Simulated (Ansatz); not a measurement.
Geometry optimisation of the cluster Hg3Se4.

```yaml
crystal:
  periodic: [false, false, false]
  atoms:
    - {symbol: Hg, position_ang: [-1.350550, 0.335360, -1.430720]}
    - {symbol: Hg, position_ang: [1.456230, -0.164870, 1.919650]}
    - {symbol: Hg, position_ang: [-0.753970, -2.338480, -1.479680]}
    - {symbol: Se, position_ang: [-0.368410, 1.676420, 2.095530]}
    - {symbol: Se, position_ang: [-2.220420, 0.812110, 1.063910]}
    - {symbol: Se, position_ang: [1.309730, 0.806850, -1.635290]}
    - {symbol: Se, position_ang: [1.927380, -1.127390, -0.533400]}
basis:
  gaussian: {orbitals: def2-SVP}
hamiltonian: {xc: pbe, dispersion: d4}
scf: {lower_state_search: "off"}
output: {orbitals: {seedname: orbitals}}
relax: {f_tol: 0.02, max_steps: 100}
```

```sh
$ ansatz run in.yaml --threads 4 --pin off --events-out ev --progress --plain --max-ram 4787MiB
```

It prints (some lines left out):

```
Functional definition: PBE
mean field -273863.72110392 eV, -10064.3061190718 hartree, gradient 4.1e-6 eV, S^2 0.000000; 0 other end points of the search recorded, 0 dependent functions left out
relax step   1: F+E_penalty+E_count = -273864.37203841 eV  Δ(F+E_penalty+E_count) = +0.000e0 eV  max|allowed force component| = 9.793e-1 eV/Å  Δτ_max = 0.0000 Å  (24 SCF iters, accepted)
mean field -273864.05721914 eV, -10064.3184710783 hartree, gradient 1.3e-6 eV, S^2 0.000000; 0 other end points of the search recorded, 0 dependent functions left out
relax step   2: F+E_penalty+E_count = -273864.69208517 eV  Δ(F+E_penalty+E_count) = -3.200e-1 eV  max|allowed force component| = 4.295e-1 eV/Å  Δτ_max = 0.1920 Å  (31 SCF iters, accepted)
mean field -273864.17919039 eV, -10064.3229534389 hartree, gradient 1.1e-6 eV, S^2 0.000000; 0 other end points of the search recorded, 0 dependent functions left out
relax step   3: F+E_penalty+E_count = -273864.81282121 eV  Δ(F+E_penalty+E_count) = -1.207e-1 eV  max|allowed force component| = 3.828e-1 eV/Å  Δτ_max = 0.1943 Å  (31 SCF iters, accepted)
mean field -273864.35249973 eV, -10064.3293224398 hartree, gradient 1.7e-6 eV, S^2 0.000000; 0 other end points of the search recorded, 0 dependent functions left out
relax step   4: F+E_penalty+E_count = -273864.98225329 eV  Δ(F+E_penalty+E_count) = -1.694e-1 eV  max|allowed force component| = 2.194e-1 eV/Å  Δτ_max = 0.2000 Å  (28 SCF iters, accepted)
mean field -273864.40333261 eV, -10064.3311905135 hartree, gradient 1.7e-6 eV, S^2 0.000000; 0 other end points of the search recorded, 0 dependent functions left out
relax step   5: F+E_penalty+E_count = -273865.04512748 eV  Δ(F+E_penalty+E_count) = -6.287e-2 eV  max|allowed force component| = 1.968e-1 eV/Å  Δτ_max = 0.2000 Å  (28 SCF iters, accepted)
mean field -273864.40844912 eV, -10064.3313785418 hartree, gradient 2.4e-6 eV, S^2 0.000000; 0 other end points of the search recorded, 0 dependent functions left out
relax step   6: F+E_penalty+E_count = -273865.05351327 eV  Δ(F+E_penalty+E_count) = -8.386e-3 eV  max|allowed force component| = 2.159e-1 eV/Å  Δτ_max = 0.0785 Å  (22 SCF iters, accepted)
mean field -273864.41632895 eV, -10064.3316681203 hartree, gradient 1.9e-6 eV, S^2 0.000000; 0 other end points of the search recorded, 0 dependent functions left out
relax step   7: F+E_penalty+E_count = -273865.06205283 eV  Δ(F+E_penalty+E_count) = -8.540e-3 eV  max|allowed force component| = 6.073e-2 eV/Å  Δτ_max = 0.0462 Å  (23 SCF iters, accepted)
mean field -273864.41644106 eV, -10064.3316722401 hartree, gradient 2.9e-6 eV, S^2 0.000000; 0 other end points of the search recorded, 0 dependent functions left out
relax step   8: F+E_penalty+E_count = -273865.06452085 eV  Δ(F+E_penalty+E_count) = -2.468e-3 eV  max|allowed force component| = 2.644e-2 eV/Å  Δτ_max = 0.1051 Å  (22 SCF iters, accepted)
mean field -273864.41705365 eV, -10064.3316947527 hartree, gradient 1.5e-6 eV, S^2 0.000000; 0 other end points of the search recorded, 0 dependent functions left out
relax step   9: F+E_penalty+E_count = -273865.06522067 eV  Δ(F+E_penalty+E_count) = -6.998e-4 eV  max|allowed force component| = 1.680e-2 eV/Å  Δτ_max = 0.0443 Å  (22 SCF iters, accepted)
mean field -273864.41605167 eV, -10064.3316579305 hartree, gradient 1.8e-6 eV, S^2 0.000000; 0 other end points of the search recorded, 0 dependent functions left out
relax step  10: F+E_penalty+E_count = -273865.06552369 eV  Δ(F+E_penalty+E_count) = -3.030e-4 eV  max|allowed force component| = 1.238e-2 eV/Å  Δτ_max = 0.0238 Å  (23 SCF iters, accepted)
mean field -273864.41563849 eV, -10064.3316427464 hartree, gradient 1.6e-6 eV, S^2 0.000000; 0 other end points of the search recorded, 0 dependent functions left out
relax step  11: F+E_penalty+E_count = -273865.06559707 eV  Δ(F+E_penalty+E_count) = -7.338e-5 eV  max|allowed force component| = 8.012e-3 eV/Å  Δτ_max = 0.0201 Å  (24 SCF iters, accepted)
Total energy: -273865.06563871 eV, -10064.3555298139 hartree
Atom 0 at    -0.867208     0.752033    -1.105961 Å, force     0.006119     0.002913     0.003207 eV/Å
Atom 1 at     1.183129     0.060208     1.479681 Å, force     0.001573     0.001141    -0.003353 eV/Å
Atom 2 at    -1.056311    -2.554154    -1.226374 Å, force     0.004173    -0.001040     0.001076 eV/Å
Atom 3 at    -0.657689     1.526617     2.457835 Å, force    -0.000607    -0.001641    -0.000388 eV/Å
Atom 4 at    -2.331634     0.656851     1.004634 Å, force    -0.006426    -0.000078     0.002784 eV/Å
Atom 5 at     1.524732     0.646835    -2.044881 Å, force     0.003180    -0.001970    -0.002905 eV/Å
Atom 6 at     2.204972    -1.088389    -0.564934 Å, force    -0.008012     0.000674    -0.000421 eV/Å
Dipole moment:     0.050394    -0.038099     0.019072 e Å
Checks for a lower state left out: stability, starts, cluster_reference, orbital_swaps, neighbouring_geometries, increment
```

Run time 41 s (4 threads of Arm Neoverse V2 on a shared host).

In the def2 sets Hg takes a core potential; there is no spin–orbit coupling. Another isomer (singlet) lies 1.07 eV lower at PBE0-D4/def2-TZVP; other spin states weren't run for this one.
